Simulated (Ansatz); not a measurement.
A nudged elastic band was laid between two geometries of CH5BrClGeN (10 atoms, charge 0, multiplicity 1).

Computed with Ansatz, RKS PBE-D4/def2-SVP.

- movable images: 2
- climbing image: no
- spring: 5.0 eV/Å²
- optimiser: quadratic models (default)
- start path: through a guess of the saddle point
- force threshold: 0.05 eV/Å
- iteration limit: 60
- end points: relaxed

Image 0:

```xyz
10
Properties=species:S:1:pos:R:3
N -0.109 0.787 1.305
C -0.679 0.470 0.014
Ge 0.365 -0.965 -0.850
Cl 0.193 -2.828 0.257
Br 2.595 -0.270 -0.779
H 0.830 1.192 1.196
H -0.683 1.475 1.805
H -1.704 0.056 0.134
H -0.747 1.295 -0.745
H 0.023 -1.264 -2.334
```

Image 3:

```xyz
10
Properties=species:S:1:pos:R:3
N -0.269 1.018 1.227
C -0.713 0.648 -0.092
Ge 0.322 -0.886 -0.866
Cl 0.174 -2.454 0.661
Br 2.554 -0.179 -0.894
H 0.719 1.305 1.214
H -0.335 0.219 1.871
H -1.780 0.340 -0.079
H -0.618 1.498 -0.799
H 0.029 -1.561 -2.240
```

(1) What changes between the two ends?

(2) Give the energies along the band, and the barrier.

(3) What is the geometry of the highest image?

Results:

(1) No bond is made or broken. The height of N1 over the plane of its neighbours goes from 0.37 to -0.38 Å.

(2) The run converged. The highest image is number 1 of 0 to 3, 0.7 kcal/mol above the first end and 4.4 kcal/mol above the last; the last end lies 3.6 kcal/mol below the first. No image climbed, so the highest image needn't sit at the top of the path. A band with more images between the same ends climbed to 0.09 eV, so this one has probably stepped over the top. So few images can step over the top or miss a turn of the path.

```tsv
image	path coordinate (Å)	energy (kcal/mol)	height of N1 over the plane of its neighbours (Å)
0	0.00	0.0	0.37
1	0.80	0.7	0.37
2	1.60	-0.9	-0.30
3	2.39	-3.6	-0.38
```

(3) 
```xyz
10
Properties=species:S:1:pos:R:3
N -0.200 0.699 1.351
C -0.605 0.535 -0.028
Ge 0.369 -0.971 -0.870
Cl 0.368 -2.692 0.456
Br 2.586 -0.278 -1.138
H 0.715 1.158 1.419
H -0.873 1.270 1.874
H -1.678 0.253 -0.083
H -0.462 1.409 -0.715
H -0.137 -1.435 -2.263
```

The run took 87 s on 2 threads of Arm Neoverse V1, on a shared host, peak memory 0.2 GiB.
